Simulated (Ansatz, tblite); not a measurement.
Cost and result up the ladder for W(NH)2Br2 (WBr₂N₂H₂) (7 atoms). Charge 0, multiplicity 1. Geometry: PBE-D4/def2-SVP.

```xyz
7

W    -0.1865    0.0776   -0.4242
N    -0.6162    0.9459    1.0416
H    -0.5531    1.1613    2.0416
N     1.0447   -1.1239   -0.0667
H     1.6900   -1.6341    0.5447
Br    0.8065    1.7007   -1.9676
Br   -2.1853   -1.1275   -1.1693
```

Ansatz on 2 threads of AMD EPYC 7R13 on a shared host; xTB runs through tblite on one thread. Times are rough, summed over both states, and most runs start from the orbitals of an earlier one. No level here is sound enough to serve as a yardstick. The other state is a triplet.

In the def2 sets W takes a core potential; there is no spin–orbit coupling. The xTB rows come from tblite.

xTB has no spin-polarisation term.

| level | functions | vertical triplet (eV) | remarks |
| --- | --- | --- | --- |
| PBE-D4/def2-TZVP (with forces) | 210 | 3.41 | – |
| GFN1-xTB | 39 | 3.56 | – |
| GFN2-xTB | 37 | 2.83 | – |
| r2SCAN-D4/def2-TZVP | 210 | 3.41 | restricted SCF unstable in HF (singlet) |
| PBE0-D4/def2-TZVP | 210 | 3.42 | restricted SCF unstable in HF (singlet) |

**Question.** Estimate how long each takes.

**Answer.** GFN2-xTB 0.015 s; GFN1-xTB 0.016 s; PBE-D4/def2-TZVP (with forces) 15 s; r2SCAN-D4/def2-TZVP 26 s; PBE0-D4/def2-TZVP 29 s. On shared hardware such times vary by a factor of up to 3.
